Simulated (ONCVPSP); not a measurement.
How hard is this titanium ONCV potential?

```json
{
 "Element": "Ti (Z = 22)",
 "Generator": "ONCVPSP 4.0.1",
 "Type": "optimised norm-conserving Vanderbilt (ONCV)",
 "Functional": "revPBE",
 "Relativity": "fully relativistic",
 "Frozen core": "[Ne]",
 "Valence charge": "12",
 "Reference configuration": "3s2 3p6 3d2 4s1 (charge +1)",
 "Partial waves": "3s+4s: rc 2.00 bohr, ncon 4, nbas 9, qcut 6.9 1/bohr, 2 projectors; 3p: rc 1.45 bohr, ncon 4, nbas 7, qcut 9.3 1/bohr, 1 projector; 3d: rc 2.30 bohr, ncon 4, nbas 8, qcut 7.6 1/bohr, 2 projectors, debl 2.1 Ha",
 "Local potential": "polynomial inside 0.90 bohr (lpopt 5, dvloc0 0 Ha)",
 "Core correction": "Teter function, fcfact 5.5, rcfact 1.1"
}
```

Open shells are filled in proportion to 2j + 1.

For each optimised wave give the share of its norm inside rc, the residual kinetic energy above qcut (Ha) and the cutoffs (Ha) for errors of 10, 1, 0.1 and 0.01 mHa per electron.

```csv
wave,norm inside rc,residual KE,10 mHa,1 mHa,0.1 mHa,0.01 mHa
3s,0.984,2.6e-08,5.7,7.5,13.6,17.7
4s,0.119,2.0e-07,4.5,6.9,15.2,18.9
3p j=3/2,0.816,7.0e-08,15.2,20.0,23.9,27.1
3p j=1/2,0.822,5.9e-08,15.5,20.4,24.5,28.2
3d j=5/2,0.844,8.5e-08,16.2,19.9,22.6,25.1
d projector 2 j=5/2,0.286,6.5e-06,19.1,22.8,25.8,28.4
3d j=3/2,0.846,8.6e-08,16.2,19.9,22.6,25.1
d projector 2 j=3/2,0.286,6.5e-06,19.1,22.8,25.8,28.4
```

The occupied waves need 20 Ha and 25 Ha for 1 and 0.1 mHa.
